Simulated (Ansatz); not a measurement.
Basis-set extrapolation for AlClH₇NSi₂, SMILES `[NH2][AlH][SiH2][SiH2]Cl` (PBE0-D4/def2-TZVP geometry, frozen core, Ansatz). Multiplicity 1, RHF reference.

```csv
,def2-TZVPP,def2-QZVPP
HF,-1337.962680,-1338.003116
MP2 correlation,-0.731321,-0.791563
CCSD(T) correlation,-0.834819,not run
```

Energies in hartree. Use E(X) = E(∞) + A·exp(−7.88·√X) for Hartree–Fock and E(X) = E(∞) + B·X^(−2.97) for correlation, with X = 3 and 4, and add CCSD(T) minus MP2 of the smaller set to the MP2 limit.

**Question.** What is the CCSD(T) energy at the basis-set limit?

**Answer.** HF limit: -1338.003116 + (-0.040436) × 0.13774 = -1338.00869. MP2 limit: -0.791563 + (-0.060242) × 0.74074 = -0.83619. Higher-order term: -0.834819 − (-0.731321) = -0.10350. Total: -1338.94838 hartree, 396.1 kJ/mol below CCSD(T)/def2-TZVPP.
